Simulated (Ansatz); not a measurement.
Consider the cleavage of the Ge–Al bond: `[CH3][GeH2][AlH][C]#N` + HI → `[CH3][GeH2][I]` + `N#[C][AlH2]`.

Gas-phase electronic energies from Ansatz, PBE0-D4/def2-TZVP geometries. CBS: MP2 limit from def2 TZ/QZ plus the TZ coupled-cluster correction, frozen cores. This one scheme is used for every species. DFT in def2-TZVPP. B3LYP here is the variant with VWN-RPA as its local correlation; programs differ in this. Elements past krypton have def2 core potentials. For Ge, I outer-core shells are correlated without core-valence functions, which leaves a few kJ/mol of doubt a bond. Scalar relativity is left out up to krypton. Each species was taken in one conformer, which may not be the lowest.

`[CH3][GeH2][AlH][C]#N`:

Cartesian coordinates in Å:
```
C -0.105 1.284 1.227
Ge -0.381 0.907 -0.676
Al 0.016 -1.460 -1.254
C 0.837 -2.547 0.135
N 1.326 -3.135 1.001
H 0.907 1.008 1.523
H -0.810 0.713 1.832
H -0.254 2.347 1.422
H 0.571 1.785 -1.518
H -1.813 1.313 -1.088
H -0.294 -2.216 -2.605
```

HI:

```xyz
2

I    -0.181    0.467    0.630
H     0.181   -0.467   -0.630
```

`[CH3][GeH2][I]`:

```xyz
8

C     0.437    0.931    0.354
Ge   -0.556   -0.612   -0.289
I     1.046   -2.552   -0.503
H     1.229    1.182   -0.351
H     0.881    0.708    1.324
H    -0.237    1.784    0.456
H    -1.152   -0.384   -1.686
H    -1.648   -1.057    0.695
```

`N#[C][AlH2]`:

```xyz
5

N    -0.135   -0.636   -2.280
C    -0.069   -0.326   -1.170
Al    0.041    0.194    0.693
H     1.212   -0.429    1.538
H    -1.049    1.198    1.219
```

```json
{"level": "B3LYP-D4", "ΔE (eV)": "-0.66"}
{"level": "HF/CBS(def2)", "ΔE (eV)": "-0.87"}
```

Question: What does CCSD(T)/CBS give? (Best estimate.)

Answer: Ansatz gave: -0.67 eV. The listed levels differ from it by 0.01, -0.20 eV.

Largest T1 diagnostic among the species: 0.013.

Leaving LDA and LC-ωPBE aside and taking each functional with its dispersion term where it has one, the values, not all of them listed here, spread over 0.19 eV, from BHLYP-D4 to PBE-D4. LDA lies +0.05 eV from PBE without D4. In def2-TZVPP, CCSD(T) changes the Hartree–Fock value by +0.25 eV (the triples alone add +0.02 eV) and MP2 by +0.13 eV. From PBE to PBE0 (25 % exact exchange), in def2-TZVPP and without D4, ΔE moves by −0.06 eV.
